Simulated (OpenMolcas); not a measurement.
Ta4+ among 5 point charges of -2 e arranged as a trigonal bipyramid (D3h). The axial distance is 1.15 times the equatorial one, R.

| Quantity | Value |
| --- | --- |
| Program | OpenMolcas 26.06 |
| Method | SS-CASPT2, IPEA 0.25 Eh, imaginary shift 0.1 Eh (closed shells correlated: 4f 5s 5p) |
| Basis | ANO-RCC-VDZP [7s6p4d2f1g] |
| Scalar Hamiltonian | DKH2, point nucleus |
| Active space | 1 electron in 5 orbitals (5d) |
| State averaging | 2S+1 = 2 even, 5 roots |
| Spin-orbit coupling | RASSI with atomic mean-field integrals over the reference wave functions |

All point charges move together. At R = 2.04 Å the first state of the same spin is 4600 cm-1, and at R = 2.19 Å it is 3970 cm-1.

Question: A third run gives 3020 cm-1. What distance was it run at?

Answer: With a power law R^-n the two known points give n = -ln(3970 / 4600) / ln(2.19 / 2.04) = 2.08. Then R = 2.04 × (4600 / 3020)^(1/2.08) = 2.497 Å. The run was at 2.41 Å, so the estimate is off by +0.087 Å.

Roots that are degenerate in the reference are averaged as groups; the widest CASPT2 spread within a group is 78 cm-1 (the 2-fold group of multiplicity 2 near 3020 cm-1 above the lowest state of its run, R = 2.41). Shifts and gaps below about the spread of the groups concerned are not significant. An orbital doublet at a regular site is open to a Jahn-Teller distortion, which this geometry leaves out. Free-ion shares, where given, are those of the reference states; single-state CASPT2 does not remix them. Point charges carry no covalency, so the field is a model and not that of real ligands. No measured value stands beside these numbers.
